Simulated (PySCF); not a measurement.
## How methods differ on the excitation energy of Ca

Ca [Ar] 4s2 (1S) → Ca [Ar] 4s1 4p1 (3P), as a difference of total energies. Computed with PySCF 2.14 in x2c-QZVPPall with one added diffuse shell each of s, p, d, f type (12s8p5d4f, 89 functions), with the spin-free X2C one-electron Hamiltonian (Gaussian nucleus). Correlated levels: valence: [Ar] frozen; valence and next inner shell: [Ne] frozen. The calculations carry no spin-orbit coupling.

```json
{"method": "UHF", "excitation energy (eV)": "1.030", "error (eV)": "-0.862"}
{"method": "LDA", "excitation energy (eV)": "1.953", "error (eV)": "+0.061"}
{"method": "PBE", "excitation energy (eV)": "1.794", "error (eV)": "-0.098"}
{"method": "PBE0", "excitation energy (eV)": "1.697", "error (eV)": "-0.195"}
{"method": "r2SCAN", "excitation energy (eV)": "1.544", "error (eV)": "-0.348"}
{"method": "M06-2X", "excitation energy (eV)": "2.147", "error (eV)": "+0.255"}
{"method": "BLYP", "excitation energy (eV)": "2.000", "error (eV)": "+0.108"}
{"method": "wB97X", "excitation energy (eV)": "2.005", "error (eV)": "+0.113"}
{"method": "PW91", "excitation energy (eV)": "1.799", "error (eV)": "-0.093"}
{"method": "MP2 (valence)", "excitation energy (eV)": "1.535", "error (eV)": "-0.357"}
{"method": "SCS-MP2 (valence)", "excitation energy (eV)": "1.678", "error (eV)": "-0.214"}
{"method": "MP2 (valence and next inner shell)", "excitation energy (eV)": "1.827", "error (eV)": "-0.065"}
{"method": "SCS-MP2 (valence and next inner shell)", "excitation energy (eV)": "1.909", "error (eV)": "+0.017"}
```

Reference: 1.892 eV (measured; NIST levels, between the centres of gravity of the two terms).

Errors of the correlated levels include the incompleteness of this basis and the frozen core.
